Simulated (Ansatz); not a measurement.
A nudged elastic band was laid between two geometries of CH₉AsSSi₂ (14 atoms, charge 0, multiplicity 1).

Method: RHF/def2-SVP (Ansatz 0.2.0).

* movable images: 7
* climbing image: yes
* spring: 5.0 eV/Å²
* optimiser: quadratic models (default)
* start path: through a guess of the saddle point
* force threshold: 0.03 eV/Å
* iteration limit: 37
* end points: relaxed

Initial state:

```xyz
14
Properties=species:S:1:pos:R:3
Si -1.806 2.088 0.565
S -0.294 1.088 1.720
C 0.734 0.281 0.415
Si 0.227 -1.525 0.116
As 1.576 -2.616 -1.528
H -2.662 2.785 1.546
H -1.191 3.061 -0.368
H -2.613 1.135 -0.229
H 0.709 0.864 -0.507
H 1.761 0.321 0.777
H -1.176 -1.583 -0.353
H 0.358 -2.287 1.378
H 2.891 -2.139 -0.957
H 1.473 -1.504 -2.547
```

Final state:

```xyz
14
Properties=species:S:1:pos:R:3
Si -1.950 2.077 0.678
S -0.277 1.187 1.695
C 0.733 0.530 0.297
Si 0.385 -1.306 -0.041
As 1.730 -2.015 -1.889
H -2.803 2.648 1.740
H -1.492 3.141 -0.245
H -2.712 1.081 -0.108
H 0.588 1.136 -0.599
H 1.774 0.664 0.593
H -1.032 -1.486 -0.432
H 0.660 -2.092 1.181
H 1.376 -3.476 -1.750
H 3.008 -2.119 -1.091
```

**Question.** What changes between the two ends?

**Answer.** No bond is made or broken. The dihedral C3–Si4–As5–H13 goes from 47 to 172°.

**Question.** Give the energies along the band, and the barrier.

**Answer.** The forces met the threshold. The highest image is number 4 of 0 to 8, 0.065 eV above the first end and 0.051 eV above the last; the last end lies 0.014 eV above the first. A vibrational analysis at the climbing image gives one clearly imaginary mode, 129i cm⁻¹: a first-order saddle point.

```csv
image,path coordinate (Å),energy (eV),dihedral C3–Si4–As5–H13 (°)
0,0.00,0.000,47
1,0.54,0.006,57
2,1.07,0.026,74
3,1.60,0.053,92
4,2.14,0.065,111
5,2.63,0.057,128
6,3.11,0.037,144
7,3.60,0.020,159
8,4.08,0.014,172
```

**Question.** What is the geometry of the highest image?

**Answer.** 
```xyz
14
Properties=species:S:1:pos:R:3:forces:R:3
Si -1.909 2.068 0.645 0.01 0.00 0.00
S -0.215 1.193 1.643 0.00 0.00 0.00
C 0.712 0.407 0.255 0.01 0.03 -0.01
Si 0.255 -1.420 0.019 0.00 -0.02 0.00
As 1.483 -2.367 -1.820 -0.01 0.00 0.00
H -2.660 2.788 1.692 0.00 0.00 0.00
H -1.455 3.006 -0.407 0.00 0.00 0.00
H -2.771 1.045 0.012 0.00 0.00 0.00
H 0.580 0.981 -0.664 0.00 -0.01 0.00
H 1.767 0.491 0.518 0.00 0.00 0.00
H -1.189 -1.531 -0.284 0.00 0.00 0.00
H 0.542 -2.171 1.260 0.00 0.00 0.00
H 2.343 -3.264 -0.963 0.00 0.00 0.00
H 2.504 -1.255 -1.878 0.00 0.00 0.00
```

**Question.** What are the harmonic wavenumbers there?

**Answer.** 129i, 45, 49, 97, 121, 174, 216, 393, 467, 527, 596, 634, 682, 693, 717, 753, 797, 885, 900, 1008, 1015, 1028, 1054, 1090, 1197, 1276, 1535, 2330, 2332, 2337, 2342, 2349, 2351, 2367, 3214, 3277 cm⁻¹.

The run took 7.6 min on 2 threads of Intel(R) Xeon(R) Platinum 8259CL CPU @ 2.50GHz (Skylake/Cascade Lake), on a shared host, peak memory 0.43 GiB.
